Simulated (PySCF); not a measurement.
Does the answer move with the share of exact exchange?

C2H3NO3Si.
SMILES: `N#C[Si@@H](O)OC=O`

Torsions of this conformer, `[N:1]#[C:2][Si@@H:3]([OH:4])[O:5][CH:6]=[O:7]`: C2–Si3–O5–C6 -169°, Si3–O5–C6–O7 3°, H–O4–Si3–C2 171°.

PySCF, pcSseg-1 basis, density fitting, gas phase, PBE0-D3(BJ)/def2-SVP geometry. One functional is left out:

```json
{"functional": "BLYP", "exact exchange (%)": "0", "HOMO energy (eV)": "-7.43", "LUMO energy (eV)": "-2.18", "dipole moment (D)": "3.255"}
{"functional": "B3LYP", "exact exchange (%)": "20", "HOMO energy (eV)": "-9.00", "LUMO energy (eV)": "-1.50", "dipole moment (D)": "3.379"}
{"functional": "PBE0", "exact exchange (%)": "25", "HOMO energy (eV)": "-9.28", "LUMO energy (eV)": "-1.27", "dipole moment (D)": "3.379"}
{"functional": "mPW1PW91", "exact exchange (%)": "25", "HOMO energy (eV)": "-9.33", "LUMO energy (eV)": "-1.28", "dipole moment (D)": "3.393"}
{"functional": "BHandHLYP", "exact exchange (%)": "50", "HOMO energy (eV)": "-10.95", "LUMO energy (eV)": "-0.10", "dipole moment (D)": "3.538"}
```

Task: Predict the row of B97-2 (21 % exact exchange) by straight lines through the other rows, and check it.

Result: 
```json
{"property": "HOMO energy (eV)", "line": "-8.99", "computed": "-8.98", "computed − line": "+0.01", "B3LYP (20 %), for comparison": "-9.00"}
{"property": "LUMO energy (eV)", "line": "-1.39", "computed": "-1.31", "computed − line": "+0.08", "B3LYP (20 %), for comparison": "-1.50"}
{"property": "dipole moment (D)", "line": "3.372", "computed": "3.352", "computed − line": "-0.020", "B3LYP (20 %), for comparison": "3.379"}
```
